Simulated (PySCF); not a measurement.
Stepwise substitution at one centre (Al CH3-I). All species are isolated molecules in the gas phase. Strings in code marks are SMILES.

The S1–T1 gap (TDA) from two functionals at the same geometries (PBE0-D3(BJ)/def2-TZVP), both in PySCF: PBE-D3(BJ)/def2-TZVP and PBE0-D3(BJ)/def2-TZVP. Excitations are Tamm–Dancoff values on a coarser integration grid. The basis has no diffuse functions, so Rydberg states are missing or too high.

```tsv
species	PBE-D3(BJ)/def2-TZVP (eV)
0 of 3 CH3 replaced by I (`[CH3][Al]([CH3])[CH3]`)	0.28
1 of 3 CH3 replaced by I (`[CH3][Al]([CH3])[I]`)	0.12
2 of 3 CH3 replaced by I	0.11
3 of 3 CH3 replaced by I	0.24
```

### Question
What does PBE0-D3(BJ)/def2-TZVP give for each?

### Answer

- 0 of 3 CH3 replaced by I (`[CH3][Al]([CH3])[CH3]`): 0.33
- 1 of 3 CH3 replaced by I (`[CH3][Al]([CH3])[I]`): 0.15
- 2 of 3 CH3 replaced by I: 0.13
- 3 of 3 CH3 replaced by I: 0.26
Over these rows, drawn at random from the members with no instability flagged (it was tested for open shells, ions and some series alone), PBE minus PBE0-D3(BJ): mean -0.03 eV, from -0.05 eV to -0.02 eV.
